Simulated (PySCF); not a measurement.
**Ir(75+): ionisation energy**

Ir(75+) 1s2 → Ir(76+) 1s1 [1s1/2^1, M_J = 1/2], as a difference of total energies. Calculation: PySCF 2.14, in an even-tempered Gaussian basis (15 s from 260 bohr⁻², ratio 2.4; 11 p from 340 bohr⁻², ratio 2.4; 3 d from 1100 bohr⁻², ratio 2.6; 3 f from 1600 bohr⁻², ratio 2.6); the two-component X2C-1e Hamiltonian. Correlated levels: nothing frozen; the 24 highest virtual spinors dropped. "Screened" scales the spin-orbit matrix elements by Boettger's factors to mimic the two-electron term; Breit and QED terms are absent.

```tsv
method	ionisation energy (eV)	difference from reference (eV)
GHF (screened spin-orbit)	86667.0	+224.6
GMP2 (screened spin-orbit)	86669.1	+226.7
GHF (bare spin-orbit)	86667.0	+224.6
GMP2 (bare spin-orbit)	86669.1	+226.7
```

Reference: 86442.44 ± 0.25 eV (theoretical estimate listed by NIST; NIST Atomic Spectra Database, ionization energies).

For this ion Breit and QED terms and the two-electron picture change, all absent here, outweigh the correlation shift from GHF to GMP2.
